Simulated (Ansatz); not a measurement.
Geometry optimisation, Ansatz 0.2.0, RKS PBE0-D4/def2-SVP.

Input file:

```yaml
crystal:
  periodic: [false, false, false]
  atoms:
    - { symbol: Ga, position_ang: [-0.513548, 0.116225, 1.350302] }
    - { symbol: "N", position_ang: [0.671215, -0.898622, 0.283458] }
    - { symbol: C, position_ang: [0.637283, -1.047378, -1.152215] }
    - { symbol: C, position_ang: [-0.771201, 1.648439, 0.211297] }
    - { symbol: H, position_ang: [0.008542, 1.243367, -0.436502] }
    - { symbol: Cl, position_ang: [-0.821874, -0.468195, 3.391451] }
    - { symbol: H, position_ang: [1.103563, -1.709408, 0.721355] }
    - { symbol: H, position_ang: [1.65596, -1.05347, -1.588501] }
    - { symbol: H, position_ang: [0.130411, -1.973475, -1.492336] }
    - { symbol: H, position_ang: [0.101073, -0.2109, -1.629754] }
    - { symbol: H, position_ang: [-1.732729, 1.745689, -0.311578] }
    - { symbol: H, position_ang: [-0.468793, 2.607727, 0.653022] }
basis:
  gaussian: { orbitals: def2-SVP }
hamiltonian:
  xc: pbe0
  dispersion: d4
relax:
  f_tol: 0.03
  max_steps: 50
output:
  orbitals: {}
```

Command:

```bash
$ ansatz run input.yaml --threads 4 --pin off --max-ram 5120MiB --backend cpu --events-out ev --progress --plain --runs-dir out
```

Q: Where does it end, and by what steps?

A: The forces met the threshold. After 13 steps the energy has fallen by 0.614 eV; H5 moved furthest, 0.99 Å.

```csv
step,energy less start (eV),largest force component (eV/Å),accepted
0,0.0000,1.022,yes
1,-0.2529,0.638,yes
2,-0.4188,0.401,yes
3,-0.5142,0.288,yes
4,-0.5656,0.169,yes
5,-0.5923,0.461,yes
6,-0.6075,0.201,yes
7,-0.6109,0.090,yes
8,-0.6121,0.045,yes
9,-0.6126,0.093,yes
10,-0.6130,0.044,yes
11,-0.6135,0.035,yes
12,-0.6136,0.102,yes
13,-0.6140,0.030,yes
```

```xyz
12
Properties=species:S:1:pos:R:3
Ga -0.318 0.178 1.062
N 0.489 -1.198 0.212
C 0.847 -1.289 -1.180
C -0.899 1.867 0.288
H -0.600 1.955 -0.766
Cl -0.624 -0.235 3.166
H 0.728 -2.020 0.756
H 1.934 -1.427 -1.334
H 0.335 -2.120 -1.702
H 0.568 -0.365 -1.710
H -1.995 1.947 0.354
H -0.465 2.706 0.855
```

The run took 63 s on 4 threads of Arm Neoverse N1, on a shared host, peak memory 0.36 GiB.
